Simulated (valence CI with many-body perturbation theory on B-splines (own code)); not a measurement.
E1 transitions of Cd XLII

Method: valence CI with perturbative core correlation (CI+MBPT): five valence electrons over a frozen Dirac-Fock core [He], radial functions for each j: 9 s, 9 p, 8 d, 6 f, 3 g, 1 h, with the one-electron correlation potential Σ1, the two-electron term Σ2, the three-electron term Σ3, Breit, model QED; selected CI, second order for the rest (own B-spline code, finite nucleus).

The last digits are not significant, and no measured levels were compared; by estimate large intervals hold to a few tenths of a per cent, small ones and those within an open d or f shell to about a per cent. Among the levels kept, up to 1500 cm⁻¹ of a level comes from second order outside the variational space, and about a tenth of that is noise between levels of different J, which matters for small intervals.

Lines 51 to 100 of 254 in falling wavelength, among levels below 4109.1 eV, chosen from the strongest by gf and those to the six lowest levels. Wavelengths and rates use the calculated energies. Electric multipoles are in the length gauge, E1 and E2 with the static RPA response of the core. Weak lines are less certain than strong ones. Lines between different terms over intervals too small for the method are left out, as are lines whose strength nearly cancels. The highest levels of a list are the least certain.

Levels are named by their leading jj configuration (3d3/2^4 stands for four electrons in 3d with j = 3/2), which in mixed levels can hold well under half, so a name can repeat and another be missing. Letters in brackets count levels of one name in rising energy.

```
λ vac (nm)                               Upper                               Lower   A (s⁻¹)  log gf  Branch %
     10.40  (2s^2 2p1/2 2p3/2 3d3/2) J=1/2 [b]  (2s^2 2p1/2 2p3/2 3p1/2) J=3/2 [b]  2.25e+10   -1.14       0.0
     10.32      (2s 2p1/2^2 2p3/2 3d3/2) J=1/2  (2s 2p1/2^2 2p3/2 3p1/2) J=3/2 [a]  2.51e+10   -1.10       0.2
     10.29      (2s^2 2p1/2 2p3/2 3d3/2) J=7/2      (2s^2 2p1/2 2p3/2 3p1/2) J=5/2  1.94e+10   -0.61       0.6
     10.28  (2s^2 2p1/2 2p3/2 3d3/2) J=5/2 [a]  (2s^2 2p1/2 2p3/2 3p1/2) J=3/2 [a]  2.57e+10   -0.61       0.1
     10.24      (2s^2 2p1/2 2p3/2 3p3/2) J=7/2          (2s^2 2p1/2^2 3d5/2) J=5/2  1.54e+10   -0.71       6.2
     10.24  (2s 2p1/2^2 2p3/2 3p3/2) J=3/2 [b]     (2s 2p1/2^2 2p3/2 3s) J=3/2 [b]  2.25e+10   -0.85       0.1
     10.13          (2s^2 2p1/2^2 3p3/2) J=3/2             (2s^2 2p1/2^2 3s) J=1/2  4.97e+10   -0.51      14.9
     10.12          (2s^2 2p1/2^2 3d3/2) J=3/2          (2s^2 2p1/2^2 3p1/2) J=1/2  3.31e+10   -0.69       0.1
     10.05  (2s^2 2p1/2 2p3/2 3d5/2) J=7/2 [a]      (2s^2 2p1/2 2p3/2 3p1/2) J=5/2  1.12e+10   -0.87       0.3
     10.01  (2s^2 2p1/2 2p3/2 3d3/2) J=3/2 [a]      (2s^2 2p1/2 2p3/2 3p1/2) J=1/2  1.85e+10   -0.95       0.0
     9.989  (2s 2p1/2^2 2p3/2 3p3/2) J=3/2 [b]         (2s 2p1/2^2 2p3/2 3s) J=1/2  3.11e+10   -0.73       0.1
     9.961  (2s^2 2p1/2 2p3/2 3p3/2) J=3/2 [a]     (2s^2 2p1/2 2p3/2 3s) J=3/2 [a]  1.08e+10   -1.19       2.8
     9.863  (2s^2 2p1/2 2p3/2 3p3/2) J=5/2 [b]     (2s^2 2p1/2 2p3/2 3s) J=3/2 [b]  2.77e+10   -0.62       1.3
     9.789  (2s^2 2p1/2 2p3/2 3d3/2) J=5/2 [b]      (2s^2 2p1/2 2p3/2 3p1/2) J=5/2  7.41e+09   -1.19       0.0
     9.766  (2s^2 2p1/2 2p3/2 3d3/2) J=1/2 [a]      (2s^2 2p1/2 2p3/2 3p1/2) J=1/2  3.08e+10   -1.05       0.1
     9.746  (2s^2 2p1/2 2p3/2 3p3/2) J=5/2 [b]         (2s^2 2p1/2 2p3/2 3s) J=5/2  1.20e+10   -0.99       0.5
     9.709  (2s 2p1/2^2 2p3/2 3p3/2) J=1/2 [b]         (2s 2p1/2^2 2p3/2 3s) J=1/2  5.18e+10   -0.83       1.4
     9.494  (2s 2p1/2^2 2p3/2 3p3/2) J=5/2 [a]         (2s 2p1/2^2 2p3/2 3s) J=5/2  2.72e+10   -0.66       0.1
     9.456      (2s 2p1/2^2 2p3/2 3p1/2) J=5/2  (2s^2 2p1/2 2p3/2 3p1/2) J=3/2 [b]  8.42e+09   -1.17       0.1
     9.128  (2s^2 2p1/2 2p3/2 3p3/2) J=3/2 [b]     (2s^2 2p1/2 2p3/2 3s) J=3/2 [a]  1.15e+10   -1.24       0.3
     8.988  (2s^2 2p1/2 2p3/2 3p3/2) J=1/2 [b]     (2s^2 2p1/2 2p3/2 3s) J=3/2 [b]  5.43e+10   -0.88       2.6
     8.859          (2s^2 2p3/2^2 3p3/2) J=3/2             (2s^2 2p3/2^2 3s) J=3/2  2.76e+10   -0.89       0.2
     8.608         (2s 2p1/2^2 2p3/2 3s) J=5/2         (2s^2 2p1/2 2p3/2 3s) J=5/2  9.54e+09   -1.20       0.1
     7.755        (2s 2p1/2 2p3/2^3) J=3/2 [a]                (2s^2 2p3/2^3) J=3/2  1.12e+09   -2.39       0.3
     7.671         (2s 2p1/2^2 2p3/2 3s) J=5/2     (2s^2 2p1/2 2p3/2 3s) J=3/2 [a]  1.45e+10   -1.11       0.1
     7.411          (2s 2p1/2^2 2p3/2^2) J=5/2          (2s^2 2p1/2 2p3/2^2) J=5/2  5.82e+09   -1.54       5.7
     6.685          (2s 2p1/2^2 2p3/2^2) J=5/2          (2s^2 2p1/2 2p3/2^2) J=3/2  1.34e+10   -1.27      13.1
     6.583            (2s 2p1/2 2p3/2^3) J=5/2                (2s^2 2p3/2^3) J=3/2  1.42e+10   -1.26       4.2
     6.224          (2s 2p1/2^2 2p3/2^2) J=1/2          (2s^2 2p1/2 2p3/2^2) J=1/2  2.35e+10   -1.56       6.0
     6.034             (2p1/2^2 2p3/2^3) J=3/2        (2s 2p1/2 2p3/2^3) J=3/2 [b]  3.29e+10   -1.14       3.4
     5.709               (2p1/2 2p3/2^4) J=1/2                  (2s 2p3/2^4) J=1/2  6.26e+10   -1.21       4.9
     5.688            (2s 2p1/2 2p3/2^3) J=1/2                (2s^2 2p3/2^3) J=3/2  1.04e+10   -1.99       1.2
     5.474          (2s 2p1/2^2 2p3/2^2) J=3/2          (2s^2 2p1/2 2p3/2^2) J=5/2  2.29e+10   -1.39       3.6
     5.396        (2s 2p1/2 2p3/2^3) J=3/2 [b]                (2s^2 2p3/2^3) J=3/2  2.09e+10   -1.44       2.3
     5.097          (2s 2p1/2^2 2p3/2^2) J=1/2          (2s^2 2p1/2 2p3/2^2) J=3/2  9.54e+08   -3.13       0.2
     5.067          (2s 2p1/2^2 2p3/2^2) J=3/2          (2s^2 2p1/2 2p3/2^2) J=3/2  8.75e+09   -1.87       1.4
     5.022             (2p1/2^2 2p3/2^3) J=3/2            (2s 2p1/2 2p3/2^3) J=5/2  8.52e+10   -0.89       8.7
     3.620         (2s 2p1/2 2p3/2^2 3s) J=5/2     (2s^2 2p1/2 2p3/2 3s) J=3/2 [a]  7.93e+10   -1.03       0.5
     3.576        (2s 2p1/2 2p3/2^3) J=3/2 [a]          (2s^2 2p1/2 2p3/2^2) J=1/2  3.16e+09   -2.62       0.9
     3.339          (2s 2p1/2^2 2p3/2^2) J=5/2          (2s^2 2p1/2^2 2p3/2) J=3/2  8.34e+10   -1.08      81.2
     3.327        (2s 2p1/2 2p3/2^3) J=3/2 [a]          (2s^2 2p1/2 2p3/2^2) J=5/2  1.35e+10   -2.05       3.9
     3.173        (2s 2p1/2 2p3/2^3) J=3/2 [a]          (2s^2 2p1/2 2p3/2^2) J=3/2  3.13e+11   -0.72      90.9
     3.091            (2s 2p1/2 2p3/2^3) J=5/2          (2s^2 2p1/2 2p3/2^2) J=5/2  3.06e+11   -0.58      91.7
     3.080  (2s 2p1/2^2 2p3/2 3p3/2) J=5/2 [b]          (2s^2 2p1/2^2 3p3/2) J=3/2  3.25e+11   -0.56       0.9
     3.063            (2s 2p1/2 2p3/2^3) J=1/2          (2s^2 2p1/2 2p3/2^2) J=1/2  2.37e+11   -1.18      27.0
     3.048      (2s 2p1/2^2 2p3/2 3p1/2) J=1/2          (2s^2 2p1/2^2 3p1/2) J=1/2  3.61e+11   -1.00       2.1
     3.033  (2s 2p1/2^2 2p3/2 3p1/2) J=3/2 [b]          (2s^2 2p1/2^2 3p1/2) J=1/2  3.46e+11   -0.72       1.6
     3.032         (2s 2p1/2^2 2p3/2 3s) J=1/2             (2s^2 2p1/2^2 3s) J=1/2  3.63e+11   -1.00       1.1
     3.030               (2p1/2 2p3/2^4) J=1/2        (2s 2p1/2 2p3/2^3) J=3/2 [b]  8.31e+11   -0.64      64.5
     3.019  (2s 2p1/2^2 2p3/2 3p3/2) J=3/2 [b]          (2s^2 2p1/2^2 3p3/2) J=3/2  3.52e+11   -0.72       1.0
```
